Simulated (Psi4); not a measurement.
Pair of molecules, SMILES [SiH4] with SMILES O=CO (the first has 5 atoms); geometry from B3LYP-D3(BJ)/def2-TZVP, rigid monomers moved along the line of their centres of mass till H4···H10 is 3.43 Å.
(charge 0, multiplicity 1):
```xyz
10

Si     0.1066    -0.3192     0.6422
H     -0.2752    -0.5306    -0.7743
H      0.6862    -1.5591     1.1923
H     -1.1432     0.0100     1.3802
H      1.0449     0.8148     0.7412
O      0.8472     0.4419     5.2227
C     -0.0259     0.7264     5.9945
O     -1.3199     0.8677     5.6819
H      0.1224     0.9096     7.0662
H     -1.4191     0.6991     4.7264
```

Method: SAPT0/jun-cc-pV(D+d)Z in Psi4.

Which attractive term is largest, and how does the interaction split up?

electrostatics -1.4, exchange 0.2, induction -0.3, dispersion -0.8, total -2.3 kJ/mol; the largest attraction is electrostatics.
